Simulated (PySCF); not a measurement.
C2H8FNSi. Atoms are numbered in the order given.

```xyz
13

C      1.4982     1.2304     0.8203
C      0.8890     0.0316     0.0844
N      0.8091    -1.1216     0.9908
Si    -0.8794     0.4116    -0.4553
F     -1.5256    -0.9869    -1.0149
H      0.9150     1.4716     1.7232
H      2.5297     1.0038     1.1418
H      1.5439     2.1233     0.1759
H      1.4999    -0.1549    -0.8288
H      0.4429    -1.9364     0.4938
H      1.7439    -1.3812     1.3180
H     -1.7059     0.8735     0.6867
H     -0.9149     1.4000    -1.5660
```

Coordinates come from a TPSSh-D3(BJ)/def2-SVP optimisation. The structure was generated by enumeration; whether it is a known compound was not checked. The values are those of a single conformer.

Level of theory: M06-2X/def2-TZVP run with PySCF.

ESP charges are fitted to the potential on shells at 1.4 to 2.0 van der Waals radii. Atomic charges (e):

```csv
atom,IAO,ESP fit
C1,-0.41,-0.56
C2,-0.29,0.23
N3,-0.59,-0.90
Si4,1.14,0.46
F5,-0.56,-0.28
H6,0.14,0.17
H7,0.14,0.17
H8,0.14,0.14
H9,0.11,0.02
H10,0.25,0.34
H11,0.24,0.35
H12,-0.15,-0.06
H13,-0.16,-0.09
```

Task: Give the Mayer and Wiberg (Löwdin basis) orders of the bonds. (Estimate from the structure and the level; the computed values follow.)

Result: 
```
bond     Mayer  Wiberg
-------  -----  ------
C1–C2     0.94    1.27
C2–N3     0.91    1.41
C2–Si4    0.97    1.06
Si4–F5    1.00    1.64
C1–H6     0.96    0.90
C1–H7     0.97    0.90
C1–H8     0.97    0.90
C2–H9     0.94    0.82
N3–H10    0.92    0.95
N3–H11    0.92    0.95
Si4–H12   0.95    0.94
Si4–H13   0.95    0.94
```
